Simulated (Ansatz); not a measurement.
## One arrangement of a pair

The pair of SbH3 (SMILES [SbH3], atoms 1–4) and SbH3 (SMILES [SbH3], atoms 5–8), both closed shells, in one local arrangement (a lower one may exist), relaxed at PBE0-D4/def2-TZVP:

```xyz
8
angstrom
Sb -0.1745 -0.1223 -2.6618
H 0.6606 0.8675 -1.5483
H 0.2364 -1.5260 -1.7802
H -1.6282 0.0495 -1.7825
Sb -0.2378 -0.3255 1.7287
H 0.1345 0.0152 3.3631
H -0.4060 1.3365 1.3778
H 1.4149 -0.2946 1.3030
```

Program: Ansatz 0.2.0. Basis: def2-TZVPPD, with def2-QZVPPD for the basis limit. Cores are frozen in the correlated methods. Filled d shells of the heavier atoms are correlated. Core potentials replace the inner electrons of the atoms past krypton. The def2 sets are not built for correlating such inner shells, so the correlated values are less sure here. B3LYP uses VWN-RPA correlation. Extrapolation: Hartree–Fock as exp(−7.88 √X), correlation as X^−2.97. Interaction energies count from these two fragments, frozen as in the pair, with the counterpoise correction; negative means bound.

Problem. What is the interaction energy by CCSD(T) at an estimated basis limit (MP2 extrapolated from triple and quadruple zeta, plus CCSD(T) − MP2 in triple zeta)? (To be estimated.)

Solution. Computed: -1.46 kcal/mol. Hartree–Fock alone gives 1.07 kcal/mol at the basis limit, so without correlation the pair would not bind at this distance. It counts from the two fragments frozen as in the pair.

The same quantity by other methods in triple zeta, and each one's difference from that estimate:
```csv
method,E_int (kcal/mol),difference
PBE-D4,-1.85,-0.39
revPBE-D4,-1.64,-0.18
BLYP-D4,-1.58,-0.12
r2SCAN-D4,-1.19,0.27
B97M-V,-1.38,0.08
PBE0-D4,-1.75,-0.29
B3LYP-D4,-1.68,-0.22
HSE06-D4,-1.75,-0.29
wB97X-V,-1.39,0.07
wB97M-V,-1.45,0.01
B2PLYP,-0.09,1.37
HF,1.07,2.54
MP2,-1.45,0.02
CCSD,-0.73,0.73
CCSD(T),-1.06,0.41
```
Differences are method less estimate.

Basis-set superposition shift (counterpoise-corrected less uncorrected): CCSD(T) 0.63; MP2 0.63; HF 0.03; PBE0-D4 0.03; wB97M-V 0.04 kcal/mol.

T1 diagnostic: at most 0.015.

For scale, one of the runs: CCSD(T)/def2-TZVPPD, 214 basis functions, launched by `ansatz run in.yaml --threads 4 --pin off --events-out ev --progress --plain --max-ram 9574MiB`. Hardware: 4 CPU threads of an Arm Neoverse V2, shared host. Wall time 110 s; peak host memory 3.7 GiB.
